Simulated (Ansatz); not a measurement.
`C=C([SiH3])BC`, relaxed with RKS PBE0-D4/def2-TZVP in Ansatz 0.2.0 from a PBE-D4/def2-SVP geometry. The force threshold is 0.005 eV/Å; the program also tests the step.

Charge 0, multiplicity 1.

Start:

```xyz
14

C    -1.637   -0.524    1.236
C    -0.611   -0.080    0.459
Si   -0.442    1.764    0.075
B     0.406   -1.133   -0.091
C     1.624   -0.805   -1.020
H    -2.404    0.145    1.672
H    -1.745   -1.600    1.471
H    -1.566    2.536    0.716
H    -0.474    2.006   -1.412
H     0.869    2.303    0.588
H     0.198   -2.304    0.208
H     1.880    0.267   -1.142
H     2.536   -1.370   -0.727
H     1.368   -1.204   -2.033
```

Question: By how much does the energy fall, and how many steps does the optimiser take? (Best estimate.)

Answer: The calculation gave: 1.36 kcal/mol, in 6 steps.

Question: Which bonds change most? (Estimate.)

Answer: Ansatz gave: C2–Si3 from 1.891 to 1.868 Å; B4–H11 from 1.227 to 1.205 Å; C1–C2 from 1.362 to 1.343 Å; Si3–H9 from 1.507 to 1.489 Å.

Question: Give the relaxed structure. (An estimate is asked.)

Answer: The calculation gave: 
```xyz
14

C    -1.614   -0.512    1.220
C    -0.603   -0.075    0.452
Si   -0.443    1.748    0.076
B     0.399   -1.129   -0.092
C     1.611   -0.807   -1.015
H    -2.366    0.148    1.650
H    -1.723   -1.570    1.451
H    -1.558    2.499    0.717
H    -0.481    1.991   -1.392
H     0.850    2.283    0.583
H     0.190   -2.277    0.207
H     1.862    0.251   -1.124
H     2.508   -1.359   -0.717
H     1.366   -1.191   -2.016
```
